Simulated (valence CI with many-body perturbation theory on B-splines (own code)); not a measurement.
## Pm⁵³⁺: what each term of the Hamiltonian does

Calculated by valence CI with perturbative core correlation (CI+MBPT): six valence electrons over a frozen Dirac-Fock core [He], a basis of 9 s, 9 p, 8 d, 6 f, 3 g, 1 h functions for each j, with the one-electron correlation potential Σ1, the two-electron term Σ2, the three-electron term Σ3, Breit, model QED; selected CI, second order for the rest, scaled by the run's own slope (own B-spline code, finite nucleus).

No measured spectrum was set against this ion. As an estimate, large intervals hold to a few tenths of a per cent, small ones and those within an open d or f shell to about a per cent. Among the levels kept, up to 2100 cm⁻¹ of a level comes from second order outside the variational space, and about a tenth of that is noise between levels of different J, which matters for small intervals.

Each rung adds one term. CI alone is the Dirac-Coulomb CI over the frozen core; QED comes last and gives the full result, which names the levels. Energies are above (2s^2 2p1/2^2 2p3/2^2) J=2 on the same rung, in Ry.

Levels are named by their leading jj configuration (3d3/2^4 stands for four electrons in 3d with j = 3/2), which in mixed levels can hold well under half, so a name can repeat and another be missing.

| Level | CI alone |
| --- | --- |
| (2s^2 2p1/2^2 2p3/2^2) J=0 | 3.02 |
| (2s^2 2p1/2 2p3/2^3) J=1 | 42.91 |
| (2s^2 2p1/2 2p3/2^3) J=2 | 44.53 |
| (2s 2p1/2^2 2p3/2^3) J=2 | 65.78 |
| (2s 2p1/2^2 2p3/2^3) J=1 | 70.39 |
| (2s^2 2p3/2^4) J=0 | 88.51 |
| (2s 2p1/2 2p3/2^4) J=0 | 109.38 |
| (2s 2p1/2 2p3/2^4) J=1 | 112.04 |
| (2p1/2^2 2p3/2^4) J=0 | 138.55 |
| (2s^2 2p1/2^2 2p3/2 3s) J=2 | 425.31 |
| (2s^2 2p1/2^2 2p3/2 3s) J=1 | 425.83 |
| (2s^2 2p1/2^2 2p3/2 3p1/2) J=1 | 431.93 |
| (2s^2 2p1/2^2 2p3/2 3p1/2) J=2 | 432.15 |
| (2s^2 2p1/2^2 2p3/2 3p3/2) J=3 | 444.35 |
| (2s^2 2p1/2^2 2p3/2 3p3/2) J=1 | 444.33 |
| (2s^2 2p1/2^2 2p3/2 3p3/2) J=2 | 445.95 |

(1) What do these energies become with core correlation, Breit and QED?

(2) How does the ionisation energy move along the ladder, and which term matters most?

Answers

(1) (2s^2 2p1/2^2 2p3/2^2) J=0 3.35 (+0.332); (2s^2 2p1/2 2p3/2^3) J=1 42.56 (-0.351); (2s^2 2p1/2 2p3/2^3) J=2 43.87 (-0.664); (2s 2p1/2^2 2p3/2^3) J=2 65.13 (-0.654); (2s 2p1/2^2 2p3/2^3) J=1 69.81 (-0.581); (2s^2 2p3/2^4) J=0 87.68 (-0.834); (2s 2p1/2 2p3/2^4) J=0 108.36 (-1.016); (2s 2p1/2 2p3/2^4) J=1 110.85 (-1.188); (2p1/2^2 2p3/2^4) J=0 137.39 (-1.157); (2s^2 2p1/2^2 2p3/2 3s) J=2 424.99 (-0.320); (2s^2 2p1/2^2 2p3/2 3s) J=1 425.53 (-0.301); (2s^2 2p1/2^2 2p3/2 3p1/2) J=1 431.67 (-0.266); (2s^2 2p1/2^2 2p3/2 3p1/2) J=2 431.80 (-0.352); (2s^2 2p1/2^2 2p3/2 3p3/2) J=3 443.82 (-0.534); (2s^2 2p1/2^2 2p3/2 3p3/2) J=1 443.83 (-0.503); (2s^2 2p1/2^2 2p3/2 3p3/2) J=2 445.46 (-0.488).

(2) CI alone 10681, + Σ1 10681, + Σ2 10681, + Σ3 10681, + Breit 10672, + QED 10671 eV. The largest step is Breit, -9 eV. NIST lists 10671 ± 5 eV (theoretical).
